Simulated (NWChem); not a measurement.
# H₂TeSO; SMILES O[Te]S

```xyz
5

Te     0.3371    -0.4089    -0.0029
O     -1.4605    -1.2751     0.0565
H     -1.7875    -1.3110    -0.8524
S     -0.2314     1.9169    -0.0462
H     -0.3548     2.1035     1.2893
```
Atoms are numbered in this order, from 1.

Structure relaxed at the PBE0/def2-SVP level. No frequency run checked for a minimum. def2 effective core potentials on Te; no spin-orbit coupling.

Q: List the 4 lowest vertical singlet excitations from PBE/def2-SVPD with def2 effective core potentials on Te, TDA (NWChem).

A: 
```csv
state,energy (eV),oscillator strength,leading excitation (squared amplitude)
S1,3.21,0.003,HOMO → LUMO+1 (0.78)
S2,3.33,0.001,HOMO → LUMO (0.77)
S3,4.44,0.007,HOMO−1 → LUMO+1 (0.87)
S4,4.52,0.010,HOMO−1 → LUMO (0.74)
```
